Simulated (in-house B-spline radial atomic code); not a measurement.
Configurations of Dy5+, with energies counted from [Kr] 4d10 4f8 5s2 5p5. Computed with a B-spline radial code for spherical atoms: scalar-relativistic (X2C) r2SCAN0, spin-polarised, spherical fractional occupations, exact exchange averaged over the configuration, Fermi nucleus of rms radius 5.2218 fm. Shells without spins written out take the highest spin.

Occupations are held fixed; configurations that lie above the ionisation limit could autoionise.

```csv
configuration,E - E(ref) (eV),highest orbital,its <r> (bohr)
[Kr] 4d10 4f9 5s2 5p4,17.19,4f down,0.7787
[Kr] 4d10 4f8 5s2 5p4 5d1,30.207,5d up,1.737
[Kr] 4d10 4f8 5s2 5p4 6s1,40.54,6s up,2.57
[Kr] 4d9 4f8 5s2 5p6,141.05,4f down,0.7367
[Kr] 4d9 4f8 5s2 5p5 6s1,184.4,6s up,2.545
[Kr] 4d9 4f8 5s2 5p5 5f1,202.77,5f up,2.832
```

(1) Order these further configurations by energy, lowest first.
A. [Kr] 4d9 4f8 5s2 5p5 6d1
B. [Kr] 4d10 4f7 5s2 5p5 6d1
C. [Kr] 4d10 4f7 5s2 5p5 5f1
D. [Kr] 4d10 4f8 5s2 5p4 6d1
E. [Kr] 4d10 4f8 5s2 5p4 5f1

(2) How far above the reference does [Kr] 4d10 4f7 5s2 5p5 6p1 lie?

Answers

(1) C (46.31 eV), B (46.982 eV), E (58.736 eV), D (59.328 eV), A (203.44 eV).

(2) 36.158 eV; its least bound orbital is 6p up with <r> = 2.899 bohr.
